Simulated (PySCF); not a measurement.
A structure optimised at PBE-D3(BJ)/def2-SVP, used in a PySCF frequency run:

```xyz
16

C     -0.0808     2.6871    -0.1101
O      0.5916     1.4412    -0.1543
Si     0.0000     0.0000     0.4742
O      0.9523    -1.2330    -0.1543
C      2.3675    -1.2735    -0.1101
O     -1.5439    -0.2083    -0.1543
C     -2.2866    -1.4135    -0.1101
H     -1.1224     2.6093    -0.4928
H     -0.1194     3.1051     0.9217
H      0.4747     3.4054    -0.7473
H      2.7488    -1.4491     0.9217
H      2.7118    -2.1138    -0.7473
H      2.8209    -0.3326    -0.4928
H     -3.1865    -1.2916    -0.7473
H     -1.6985    -2.2767    -0.4928
H     -2.6293    -1.6560     0.9217
```
Charge 0, spin multiplicity 2.

**Question.** Write its SMILES, formula and point group.

**Answer.** CO[Si](OC)OC, C3H9O3Si, C3

**Question.** What are its rotational constants (standard atomic weights)?

**Answer.** 2.0544, 2.0544, 1.0839 GHz
